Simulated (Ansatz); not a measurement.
BH$_{5}$SSeSi (`SB[SiH2][SeH]`). The species carries charge 0 and has multiplicity 1.

```xyz
9

S    -0.2051    1.8554    0.8803
B    -0.7556    0.1863    0.7843
Si    0.2858   -1.0939   -0.3598
Se    2.0468   -0.1173   -1.4494
H    -1.1489    2.3552    1.7011
H    -1.7261   -0.1573    1.3880
H    -0.6208   -1.7756   -1.3254
H     0.9285   -2.1413    0.4803
H     1.1955    0.8885   -2.0993
```

Question: What are the harmonic wavenumbers in cm⁻¹ at PBE0-D4/def2-TZVP (Ansatz, finite differences of forces, unscaled)? (Estimate.)

Answer: Ansatz gave: 69, 76, 146, 258, 340, 385, 498, 561, 613, 725, 773, 787, 849, 877, 916, 1049, 2201, 2215, 2439, 2641, 2678.

Question: Is this a minimum?

Answer: Yes, all 21 modes are real.

Question: Give the ideal-gas thermochemistry at 298.15 K and 1 bar (rigid rotor, harmonic oscillator; point group C1, symmetry number 1).

Answer: Zero-point energy 126.2 kJ/mol; H(298) − E = 147.7 kJ/mol; entropy 364.8 J/(mol·K), of which translation 171.8, rotation 119.2, vibration 73.9; G(298) − E = 39.0 kJ/mol. Modes under 100 cm⁻¹ are hindered rotations or soft bends, so the harmonic entropy is rough.

Question: And at 400, 500, 600, 800 and 1000 K?

Answer: 
| T (K) | H − E (kJ/mol) | S (J/mol/K) | G − E (kJ/mol) |
| --- | --- | --- | --- |
| 400 | 159.8 | 399.5 | 0.0 |
| 500 | 173.2 | 429.3 | -41.5 |
| 600 | 187.6 | 455.6 | -85.7 |
| 800 | 219.0 | 500.6 | -181.5 |
| 1000 | 252.8 | 538.3 | -285.5 |

Question: Rotational constants (cm⁻¹)?

Answer: 0.1448, 0.04181, 0.03301.
